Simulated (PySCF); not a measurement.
CH6OSi2.

```xyz
10

O      2.3327     0.3869    -0.2546
C      1.5865     0.0821     0.6462
Si    -0.0561    -0.8959     0.3129
Si    -1.6412     0.6483    -0.4880
H      1.8191     0.3959     1.7051
H     -0.5312    -1.5240     1.5827
H      0.2212    -1.9462    -0.7067
H     -2.9370    -0.0344    -0.7740
H     -1.1243     1.2787    -1.7362
H     -1.8663     1.7078     0.5391
```
Charge 0, spin multiplicity 1.

The structure is a stationary point at B3LYP-D3(BJ)/def2-SVP. Other conformers were not sampled.

All values below come from HF/pcSseg-1 in PySCF. Non-relativistic, no solvent.

Computed absolute GIAO shielding of each atom: isotropic value and principal components (ppm):
```json
[
 {"atom": "O1", "σ(iso)": "-644.2", "σ11": "-1729.5", "σ22": "-630.8", "σ33": "427.7", "span": "2157.1"},
 {"atom": "C2", "σ(iso)": "-47.7", "σ11": "-179.6", "σ22": "-78.4", "σ33": "114.8", "span": "294.4"},
 {"atom": "Si3", "σ(iso)": "462.1", "σ11": "439.1", "σ22": "457.8", "σ33": "489.4", "span": "50.4"},
 {"atom": "Si4", "σ(iso)": "488.4", "σ11": "481.7", "σ22": "488.4", "σ33": "495.1", "span": "13.4"},
 {"atom": "H5", "σ(iso)": "20.2", "σ11": "15.0", "σ22": "21.1", "σ33": "24.5", "span": "9.5"},
 {"atom": "H6", "σ(iso)": "27.7", "σ11": "25.3", "σ22": "25.5", "σ33": "32.2", "span": "7.0"},
 {"atom": "H7", "σ(iso)": "27.9", "σ11": "25.1", "σ22": "26.0", "σ33": "32.6", "span": "7.5"},
 {"atom": "H8", "σ(iso)": "28.4", "σ11": "25.5", "σ22": "25.9", "σ33": "33.7", "span": "8.2"},
 {"atom": "H9", "σ(iso)": "28.3", "σ11": "25.0", "σ22": "26.2", "σ33": "33.7", "span": "8.8"},
 {"atom": "H10", "σ(iso)": "28.3", "σ11": "25.3", "σ22": "26.2", "σ33": "33.5", "span": "8.2"}
]
```
